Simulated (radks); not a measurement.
The numbers below are computed, except where a source is named.
Task: All-electron atom: Tm19+ in [Kr] 4d10 4f4. Code: a radial shooting solver on a logarithmic mesh with Libxc functionals. Model: scalar-relativistic Kohn-Sham, PBEsol, spin-polarised, spherical densities, finite nucleus; open shells are filled with parallel spins first (spin-orbit coupling, left out, can overturn this in heavy ions); Fermi nuclear charge, rms radius 5.2256 fm. Some entries of the table are withheld. Estimate them.

orbital  occ.  eigenvalue (eV)  <r^2> (bohr^2)  <r> (bohr)
1s down     1        -59753.34       0.0005489     0.02002
1s up       1        -59753.33       0.0005489     0.02002
2s up       1        -10499.89        0.008524     0.08492
2s down     1        -10499.79        0.008523     0.08492
2p up       3        -9331.619        0.006950     0.07544
2p down     3        -9331.548        0.006950     0.07544
3s up       1        -2754.169         0.05578      0.2210
3s down     1        -2750.993         0.05569      0.2208
3p up       3        -2400.207         0.05618      0.2202
3p down     3        -2397.044         0.05608      0.2200
3d up       5        -1962.428         0.04679      0.1998
3d down     5        -1960.003         0.04667      0.1995
4s up       1              (1)             (2)      0.4836
4s down     1              (3)             (4)      0.4840
4p up       3        -803.6979             (5)      0.5066
4p down     3        -798.2285             (6)      0.5071
4d up       5        -643.6120          0.3195      0.5278
4d down     5        -638.2271          0.3206      0.5287
4f up       4        -465.7301          0.3371      0.5385
4f down     0        -460.0640          0.3400      0.5406

Result: 
(1) 4s up eigenvalue (eV): -924.4383
(2) 4s up <r^2> (bohr^2): 0.2632
(3) 4s down eigenvalue (eV): -918.8037
(4) 4s down <r^2> (bohr^2): 0.2636
(5) 4p up <r^2> (bohr^2): 0.2906
(6) 4p down <r^2> (bohr^2): 0.2912
